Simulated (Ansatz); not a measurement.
CH7BN2Si can be A, `CN1BN[SiH2]1`, or B, `NBC1N[SiH2]1`.

Calculated with Ansatz (gas phase, PBE0-D4/def2-TZVP geometries, no zero-point term in ΔE). CCSD(T)/CBS adds triple-zeta CCSD(T) − MP2 to the extrapolated MP2 energy (def2 sets, frozen cores). Functionals use def2-TZVPP. B3LYP here is the variant with VWN-RPA as its local correlation; programs differ in this. Each species was taken in one conformer, which may not be the lowest.

A:

```xyz
12

C    -0.346    1.333   -1.161
N    -0.029    0.272   -0.254
B     1.211   -0.367    0.083
N     0.818   -1.331    1.078
Si   -0.804   -0.776    0.890
H     0.556    1.654   -1.689
H    -1.077    1.024   -1.915
H    -0.754    2.209   -0.644
H     2.296   -0.140   -0.365
H     1.343   -2.017    1.578
H    -1.429   -0.116    2.068
H    -1.785   -1.746    0.333
```

B:

Z-matrix (Å, degrees):
```
C
B 1 1.544
Si 1 1.851 2 119.0
N 1 1.511 2 118.2 3 -70.1
H 1 1.094 2 118.9 3 141.6
N 2 1.396 1 121.5 3 -123.8
H 2 1.199 1 120.2 3 53.5
H 3 1.477 1 124.4 2 -9.6
H 3 1.481 1 117.1 2 143.6
H 4 1.010 1 114.1 2 -133.9
H 6 1.004 2 122.7 1 176.1
H 6 1.006 2 123.7 1 -2.9
```

Q: Which isomer does CCSD(T)/CBS put lower? Give the gap. (An estimate is asked.)

A: Ansatz gave: A, by 48.1 kcal/mol.

Q: Give E(B) − E(A) in kcal/mol with MP2/def2-TZVPP, PBE-D4, B3LYP-D4, HF/def2-TZVPP, PBE0-D4, CCSD/def2-TZVPP, B2PLYP. (An estimate is asked.)

A: Computed: MP2/def2-TZVPP 48.8, PBE-D4 43.2, B3LYP-D4 47.3, HF/def2-TZVPP 54.5, PBE0-D4 46.7, CCSD/def2-TZVPP 49.0, B2PLYP 47.8. None reverses the order clearly.

Largest T1 diagnostic: 0.013.

In def2-TZVPP, CCSD(T) changes the Hartree–Fock value by −6.8 kcal/mol (the triples alone add −1.2 kcal/mol) and MP2 by −5.8 kcal/mol. From PBE to PBE0 (25 % exact exchange), in def2-TZVPP and without D4, E(B) − E(A) moves by +3.6 kcal/mol.
